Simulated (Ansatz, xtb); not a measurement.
Two isomers of C5H9NO2

Structure X is `CC/C(C=O)=C(/N)O`, a singlet and structure Y is `CC/C(=C/O)C(N)=O`, a singlet. Both are isolated molecules in the gas phase, relaxed with r2SCAN-D4/def2-SVP; each stands in its lowest conformer found.

Quicker runs give these differences E(Y) − E(X): GFN2-xTB −11.0 kcal/mol; HF/STO-3G −11.8 kcal/mol (at GFN2-xTB geometries); r2SCAN-D4/def2-SVP//GFN2-xTB −14.4 kcal/mol.

Task: Estimate E(Y) − E(X) at the level CCSD(T)/def2-SVP + ΔMP2/def2-TZVPP.

Result: Calculated at CCSD(T)/def2-SVP + ΔMP2/def2-TZVPP: E(Y) − E(X) = −14.0 kcal/mol, so structure Y lies lower.

How the difference moves with the method:

```tsv
level	geometry	E(Y) − E(X) (kcal/mol)	departure from the last row (kcal/mol)	job, with rough time for the two
GFN2-xTB	GFN2-xTB	−11.0	+3.0	optimisation, 1.5 s
HF/STO-3G	GFN2-xTB	−11.8	+2.2	single point, 2.9 s
r2SCAN-D4/def2-SVP//GFN2-xTB	GFN2-xTB	−14.4	−0.4	single point, 15 s
r2SCAN-D4/def2-SVP	r2SCAN-D4/def2-SVP	−14.6	−0.6	optimisation, 3.7 min
HF/def2-SVP	r2SCAN-D4/def2-SVP	−14.1	0.0	part of the CCSD(T) run
MP2/def2-SVP	r2SCAN-D4/def2-SVP	−14.3	−0.3	part of the CCSD(T) run
CCSD(T)/def2-SVP	r2SCAN-D4/def2-SVP	−14.5	−0.5	single point
CCSD(T)/def2-SVP + ΔMP2/def2-TZVPP	r2SCAN-D4/def2-SVP	−14.0		single point, 8.5 min
```

As drawn, both hold the same kinds of bond in the same numbers.

None of the levels shown reverses the order. The largest departure from CCSD(T)/def2-SVP + ΔMP2/def2-TZVPP is that of GFN2-xTB, 3.0 kcal/mol. The last row adds to CCSD(T) the change of the MP2 difference between the two basis sets, here +0.5 kcal/mol.

With thermal terms from frequencies at re-optimised GFN2-xTB minima (ideal gas, soft modes damped towards free rotors, one conformer each, 298.15 K, 1 atm): on the last row, ΔE + ΔZPE = −13.1, ΔH = −13.3, ΔG = −12.8 kcal/mol.

The correlated steps freeze 8 core orbitals. Run with Ansatz 0.2.0, xtb 6.7.1; the last row on 2 threads of Intel(R) Xeon(R) Processor @ 2.50GHz (Skylake/Cascade Lake) on a shared host.
